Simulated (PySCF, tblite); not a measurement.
Isomers of C2H10F2SSi3, one GFN2-xTB conformer each. Single-point energies are computed at PBE0/pcSseg-1 (PySCF, gas phase, no added dispersion term), electronic only.

```
                           SMILES  GFN2-xTB relative energy (kcal/mol)
F[C@@H](C[SiH3])[Si@@H](F)S[SiH3]                                  0.0
        FC(F)CS[SiH2][SiH2][SiH3]                                 69.0
      CSC(F)(F)[SiH2][SiH2][SiH3]                                 91.2
```

Conformers: `[F:1][C@@H:2]([CH2:3][SiH3:4])[Si@@H:5]([F:6])[S:7][SiH3:8]` with F1–C2–C3–Si4 -53°, F1–C2–Si5–F6 177°, C2–Si5–S7–Si8 48°; `[F:1][CH:2]([F:3])[CH2:4][S:5][SiH2:6][SiH2:7][SiH3:8]` with F1–C2–C4–S5 -80°, C2–C4–S5–Si6 174°, C4–S5–Si6–Si7 -172°, S5–Si6–Si7–Si8 53°; `[CH3:1][S:2][C:3]([F:4])([F:5])[SiH2:6][SiH2:7][SiH3:8]` with C1–S2–C3–F4 -56°, S2–C3–Si6–Si7 64°, C3–Si6–Si7–Si8 27°.

Task: What does PBE0/pcSseg-1 give for the same structures?

Result: 
```
                           SMILES  PBE0/pcSseg-1 E (Eh)  PBE0/pcSseg-1 (kcal/mol)  GFN2-xTB (kcal/mol)  point group
F[C@@H](C[SiH3])[Si@@H](F)S[SiH3]           -1547.81091                       0.0                  0.0           C1
        FC(F)CS[SiH2][SiH2][SiH3]           -1547.72761                      52.3                 69.0           C1
      CSC(F)(F)[SiH2][SiH2][SiH3]           -1547.69523                      72.6                 91.2           C1
```

Both levels put the same isomer lowest; measured from each level's own lowest isomer, the values differ by up to 18.6 kcal/mol (CSC(F)(F)[SiH2][SiH2][SiH3]: 91.2 against 72.6). As drawn, the lowest has an Si–F bond, which the highest lacks; the highest has two fluorines on one carbon and an Si–Si bond, which the lowest lacks.

Task: Which frontier levels, dipoles and rotational constants go with these structures?

Result: 
| SMILES | HOMO (eV, PBE0/pcSseg-1) | LUMO (eV) | dipole (D) | A, B, C (MHz) |
| --- | --- | --- | --- | --- |
| F[C@@H](C[SiH3])[Si@@H](F)S[SiH3] | -7.64 | -0.36 | 1.58 | 1182, 663.5, 502.8 |
| FC(F)CS[SiH2][SiH2][SiH3] | -7.11 | -0.96 | 2.77 | 2014, 347.5, 309.1 |
| CSC(F)(F)[SiH2][SiH2][SiH3] | -7.13 | -0.91 | 0.80 | 1293, 679.0, 559.3 |

Task: What happens when harmonic zero-point energies from GFN2-xTB frequencies are added?

Result: 
```tsv
SMILES	ZPE (kcal/mol)	electronic (kcal/mol)	with ZPE (kcal/mol)
F[C@@H](C[SiH3])[Si@@H](F)S[SiH3]	68.3	0.0	0.0
FC(F)CS[SiH2][SiH2][SiH3]	67.1	52.3	51.0
CSC(F)(F)[SiH2][SiH2][SiH3]	65.6	72.6	69.9
```

The zero-point energies span 2.7 kcal/mol. The order is unchanged.
